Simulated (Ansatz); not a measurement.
Basis sets compared for B4 (the lowest singlet isomer of a short search). Charge 0, multiplicity 1. Geometry PBE-D4/def2-TZVP. Ansatz on 4 threads of Arm Neoverse V2 on a shared host; times are rough, and most runs start from earlier orbitals.

```xyz
4

B     0.868   -0.172   -0.255
B    -0.867    0.171    0.261
B     0.294    1.174    0.209
B    -0.296   -1.173   -0.216
```

B3LYP takes the VWN-RPA correlation. The structure comes from a short search, and lower isomers may exist.

Binding counts from free atoms (B doublet) in the same basis, without a counterpoise term.

```tsv
level	functions	energy (Eh)	HOMO (eV)	LUMO (eV)	binding per atom (eV)	wall time
PBE-D4/def2-SVP	56	-98.9045	-6.62	-4.12	3.93	0.2 s
PBE-D4/def2-TZVP	124	-99.0104	-6.64	-4.22	3.88	0.4 s
r2SCAN-D4/def2-TZVP	124	-99.0927	-6.77	-4.13	3.71	0.85 s
B3LYP-D4/6-31G	36	-99.1084	-6.84	-3.07	3.38	0.2 s
B3LYP-D4/def2-TZVP	124	-99.1721	-7.25	-3.51	3.51	0.45 s
PBE0-D4/def2-SVP	56	-98.9104	-7.43	-3.24	3.76	0.2 s
PBE0-D4/def2-TZVP (with forces)	124	-99.0151	-7.43	-3.34	3.69	0.85 s
```

Problem. Estimate the rows for PBE-D4/def2-TZVPD, r2SCAN-D4/def2-TZVPD, PBE0-D4/def2-TZVPD.

Solution. 
```tsv
level	functions	energy (Eh)	HOMO (eV)	LUMO (eV)	binding per atom (eV)	wall time
PBE-D4/def2-TZVPD	148	-99.0106	-6.65	-4.23	3.88	0.6 s
r2SCAN-D4/def2-TZVPD	148	-99.0928	-6.77	-4.14	3.71	1.2 s
PBE0-D4/def2-TZVPD	148	-99.0152	-7.43	-3.34	3.69	0.65 s
```
